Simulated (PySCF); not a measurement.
Wall times of GIAO shielding runs at PBE0/pcSseg-1 with PySCF 2.14.0 with density-fitted response routines (density fitting, gas phase, population analyses included), each on 1 thread of an Arm Neoverse V1, shared host:

```
                  SMILES  atoms  basis functions  SCF cycles  wall time (s)
                 CS(C)=O     10              105          13              7
       O=C([O-])c1ccncn1     12              168          16             22
        O=C1OCCC[C@@H]1F     15              171          14             23
        C/C=C(/OC)C(=O)F     15              171          15             26
         CCc1cpc(C)[p-]1     17              195          15             33
         CC(C)c1pcc[p-]1     17              195          14             40
          CSc1ccnc(Cl)p1     14              199          14             36
C=C[C@@H]1C[P@@+]1(CC)CO     23              230          14             60
```

Q: How does the time grow with the number of basis functions N?

A: A log–log fit gives t ∝ N^2.7 over this range; fixed costs weigh on the small cases, and a shared host adds scatter.

Q: Estimate size and time for `[AlH4-]`, `CP1CCP(C)CC1`, `C#CCC(F)(F)F`, `C=P1(C)CCPCC1`.

A: [AlH4-]: 44 functions, 1.2 s measured (the fit gives 0.64 s); CP1CCP(C)CC1: 220 functions, 61 s measured (the fit gives 49 s); C#CCC(F)(F)F: 134 functions, 9.7 s measured (the fit gives 13 s); C=P1(C)CCPCC1: 220 functions, 56 s measured (the fit gives 49 s).
